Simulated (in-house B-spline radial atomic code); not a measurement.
Configurations of Eu, with energies counted from [Xe] 4f7 6s2. Computed with a B-spline radial code for spherical atoms: scalar-relativistic (X2C) OLYP, spin-polarised, spherical fractional occupations, Fermi nucleus of rms radius 5.1115 fm. Shells without spins written out take the highest spin.

Occupations are held fixed; configurations that lie above the ionisation limit could autoionise.

```json
{"configuration": "[Xe] 4f7 6s1 7d1", "E - E(ref) (eV)": "4.4551", "highest orbital": "7d up", "its <r> (bohr)": "20.95"}
{"configuration": "[Xe] 4f(1 up, 6 down) 6s2", "E - E(ref) (eV)": "4.4595", "highest orbital": "4f up", "its <r> (bohr)": "1.049"}
{"configuration": "[Xe] 4f(2 up, 5 down) 6s2", "E - E(ref) (eV)": "7.4751", "highest orbital": "4f up", "its <r> (bohr)": "1.001"}
{"configuration": "[Xe] 4f6 6s2 6d1", "E - E(ref) (eV)": "9.984", "highest orbital": "6d up", "its <r> (bohr)": "10.89"}
{"configuration": "[Xe] 4f6 5f1 6s2", "E - E(ref) (eV)": "10.593", "highest orbital": "5f up", "its <r> (bohr)": "16.95"}
{"configuration": "[Kr] 4d10 4f(1 up, 6 down) 5s2 5p(3 up, 2 down) 5d(0 up, 1 down) 6s2", "E - E(ref) (eV)": "27.941", "highest orbital": "5d down", "its <r> (bohr)": "2.841"}
{"configuration": "[Kr] 4d9 4f7 5s2 5p6 6s2 6p1", "E - E(ref) (eV)": "134.33", "highest orbital": "6p up", "its <r> (bohr)": "4.998"}
```

Order these further configurations by energy, lowest first.
A. [Kr] 4d(4 up, 5 down) 4f(5 up, 2 down) 5s2 5p6 6s2 6f(1 up, 0 down)
B. [Kr] 4d10 4f7 5s2 5p5 5d1 6s2
C. [Xe] 4f7 5f1 6s1
D. [Kr] 4d(5 up, 4 down) 4f(3 up, 4 down) 5s2 5p6 6s2 6d(1 up, 0 down)
E. [Kr] 4d9 4f7 5s2 5p6 6s2 6f1

C (4.5074 eV), B (20.605 eV), E (137.8 eV), D (150.86 eV), A (150.92 eV).

How far above the reference does [Xe] 4f(1 up, 5 down) 6s2 6d(1 up, 0 down) lie?

14.145 eV; its least bound orbital is 6d up with <r> = 11.08 bohr.

How far above the reference does [Kr] 4d10 4f7 5s2 5p5 6s2 7d1 lie?

25.946 eV; its least bound orbital is 7d up with <r> = 19.46 bohr.
